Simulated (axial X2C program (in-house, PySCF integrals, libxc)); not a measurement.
## Potential curves of Br₂⁺, two-component

All values were computed with an in-house relativistic program for diatomic molecules. Two-component (2c) means X2C with spin–orbit coupling and atomic mean-field two-electron Coulomb and Gaunt terms. Basis: Br dyall-cv3z [8s9p6d4f1g] (cores contracted in-house); Gaussian nuclei, density fitting, unrestricted open shells. Masses: Br 78.918 u.

State: Ω = 3/2 (⟨Sz⟩ = 0.50, ⟨Lz⟩ = 1.00 at PBE0). Energies in cm⁻¹ from the fragments at the same level (Br+ + Br). Fits are polynomials in 1 − R0/R over 0.85 to 1.23 times the lowest point R0.

```tsv
R (Å)	PBE0	LDA
1.9088	-17765	-26456
1.9965	-24105	-32666
2.0624	-26783	-35313
2.1282	-28143	-36689
2.1940	-28516	-37113
2.2708	-28035	-36728
2.3476	-26856	-35676
2.4463	-24678	-33693
2.5670	-21462	-30752
2.7425	-16476	-26213
```

The state is one determinant whose occupation by symmetry is held fixed; it was picked as the lowest of a PBE0 search that is not exhaustive. De is counted from the lowest determinant-based energies of the atoms at the same level, without counterpoise correction. Density functionals use the spin component along the axis (collinear). The functionals have no current-density term, which raises determinants with orbital currents, atoms included.

Q: What are Re, ωe and De at the PBE0 level?

A: At PBE0, 2c: Re = 2.191 Å, ωe ≈ 382 cm⁻¹, De = 3.54 eV to Br+ + Br; Be follows as 0.089 cm⁻¹.

Q: What are Re, ωe and De at the LDA level?

A: At LDA, 2c: Re = 2.197 Å, ωe ≈ 369 cm⁻¹, De = 4.60 eV to Br+ + Br; Be follows as 0.0885 cm⁻¹.
